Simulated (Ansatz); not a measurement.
Name a neutral molecule of Al, C, O, Si and H with LUMO energy (B3LYP/def2-TZVPP) between -2.35 and -2.05 eV and HOMO energy (B3LYP/def2-TZVPP) between -7.25 and -6.95 eV (Ansatz, PBE0-D4/def2-TZVP geometry).

`CO[SiH2][AlH2]` (-2.21 eV, -7.24 eV); `O/C=[C](\[AlH2])[SiH3]` (-2.08 eV, -7.05 eV). Other molecules can fit too; these were computed, each in one conformer that needn't be the lowest.

B3LYP here is the variant with VWN-RPA as its local correlation; programs differ in this.
